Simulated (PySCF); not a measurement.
# Assignment exercise: H12Si5

Bonds (- single, = double, # triple, : aromatic): Si1-Si2, Si2-Si3, Si3-Si4, Si3-Si5. Si1 carries H6, H7, H8; Si2 carries H9, H10; Si3 carries H11; Si4 carries H12, H13, H14; Si5 carries H15, H16, H17.

Theoretical values (PySCF 2.14): structure optimised with GFN2-xTB, NMR shieldings at PBE0/pcSseg-1/GIAO. Gas phase, equivalent nuclei averaged, non-relativistic, a single conformation.

Shifts are taken against calculated references (same method and geometry level): ¹H (σref 31.72) against TMS.

Problem. Assign these signals to the numbered atoms. ¹H NMR (400 MHz, computed): δ 3.60 (d, 6H), 3.53 (m, 3H), 3.48 (m, 2H), 3.26 (m, 1H).

Solution. 
| δ (ppm) | atoms | environment | reason |
| --- | --- | --- | --- |
| 3.60 | H12/H13/H14/H15/H16/H17 | hydrogen on a silicon bonded to Si | – |
| 3.53 | H6/H7/H8 | hydrogen on a silicon bonded to Si | – |
| 3.48 | H9/H10 | hydrogen on a silicon bonded to 2 Si | – |
| 3.26 | H11 | hydrogen on a silicon bonded to 3 Si | – |

H12/H13/H14/H15/H16/H17 and H6/H7/H8; H6/H7/H8 and H9/H10 lie closer than the usual error of such a calculation, so a measured spectrum could show them in the other order.

No couplings were computed; multiplicities are counted from neighbouring protons, with m where these are inequivalent, close in shift, in a saturated or five-membered ring or joined by F or P, and br s for small geminal =CH2 splittings.
